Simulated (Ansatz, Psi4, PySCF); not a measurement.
Cl₄Ti (SMILES [Cl][Ti]([Cl])([Cl])[Cl]), singlet, geometry from GFN2-xTB (such geometries of metal compounds can be far from the true shape). Base run: WB97M-V/STO-3G (PySCF).

Input for PySCF:
```python
from pyscf import gto, scf, dft

mol = gto.Mole()
mol.atom = '''
    Ti   -0.00000000   -0.00000000   -0.00000000
    Cl    1.68598647   -0.53254751   -1.15362652
    Cl    0.61270013    0.47649048    1.96330506
    Cl   -0.94593491    1.67582411   -0.86823504
    Cl   -1.35275169   -1.61976707    0.05855650
'''
mol.basis = 'sto-3g'
mol.verbose = 4
mol.build()

mf = dft.RKS(mol)
mf.xc = 'wb97m_v'
mf.kernel()
```

The same geometry, method and basis name were run in Ansatz (a first-principles code) and Psi4 and PySCF, at each program's defaults and at the settings that a row names. The base is PySCF at its defaults. Differences at the defaults can come from grids, fitting, cores and function types together.

```json
[
 {"code and settings": "PySCF, defaults (exact integrals, its default grid, spherical functions)", "ΔE vs base (µEh)": "0.0", "basis functions": "54", "E (Eh)": "-2662.14531", "SCF cycles": "8"},
 {"code and settings": "Psi4, defaults (density fitting with its default set, its default grid, spherical functions)", "ΔE vs base (µEh)": "-3963", "basis functions": "54", "E (Eh)": "-2662.14928", "SCF cycles": "7"},
 {"code and settings": "Ansatz, defaults (factorised integrals, its default grid, spherical functions)", "ΔE vs base (µEh)": "-38.2", "basis functions": "54", "E (Eh)": "-2662.14535", "SCF cycles": "-"},
 {"code and settings": "PySCF, density fitting with def2-universal-jkfit", "ΔE vs base (µEh)": "-3935", "basis functions": "54", "E (Eh)": "-2662.14925", "SCF cycles": "8"},
 {"code and settings": "PySCF, fine grid", "ΔE vs base (µEh)": "-24.3", "basis functions": "54", "E (Eh)": "-2662.14534", "SCF cycles": "8"},
 {"code and settings": "Psi4, exact integrals, spherical functions, fine grid", "ΔE vs base (µEh)": "-26.7", "basis functions": "54", "E (Eh)": "-2662.14534", "SCF cycles": "8"},
 {"code and settings": "Ansatz, high accuracy", "ΔE vs base (µEh)": "-22.9", "basis functions": "54", "E (Eh)": "-2662.14534", "SCF cycles": "-"}
]
```
